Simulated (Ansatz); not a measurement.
Consider the ligand exchange at the Si–C bond: `C=C[SiH](F)O[SiH3]` + CH₃OH → `CO[SiH](F)O[SiH3]` + `C=C`.

Computed with Ansatz on PBE0-D4/def2-TZVP structures; ΔE is electronic, products minus reactants. CCSD(T)/CBS is the MP2 limit (def2-TZVPP, def2-QZVPP) plus CCSD(T) − MP2 in def2-TZVPP, frozen cores. This one scheme is used for every species. DFT in def2-TZVPP. B3LYP here is the variant with VWN-RPA as its local correlation; programs differ in this. One conformer a species, not always the lowest.

Problem. Is it downhill or uphill in electronic energy at CCSD(T)/CBS, and by how much? (Best estimate.)

Solution. Ansatz gave: Downhill: ΔE = -27.1 kcal/mol.

Problem. What do these levels give: r2SCAN-D4, B3LYP-D4, B2PLYP, PBE, HF/def2-TZVPP, MP2/def2-TZVPP, SCS-MP2/def2-TZVPP, CCSD/def2-TZVPP, HF/def2-QZVPP, SCS-MP2/def2-QZVPP, HF/CBS(def2), MP2/CBS(def2)? (Best estimate.)

Solution. Ansatz gave: r2SCAN-D4 -27.1, B3LYP-D4 -27.2, B2PLYP -27.8, PBE -24.4, HF/def2-TZVPP -30.6, MP2/def2-TZVPP -27.3, SCS-MP2/def2-TZVPP -27.8, CCSD/def2-TZVPP -27.7, HF/def2-QZVPP -30.9, SCS-MP2/def2-QZVPP -27.8, HF/CBS(def2) -31.0, MP2/CBS(def2) -27.2 kcal/mol.

Largest T1 diagnostic among the species: 0.012.

From PBE to PBE0 (25 % exact exchange), in def2-TZVPP and without D4, ΔE moves by −0.9 kcal/mol. In def2-TZVPP, CCSD(T) changes the Hartree–Fock value by +3.4 kcal/mol (the triples alone add +0.5 kcal/mol) and MP2 by +3.3 kcal/mol.
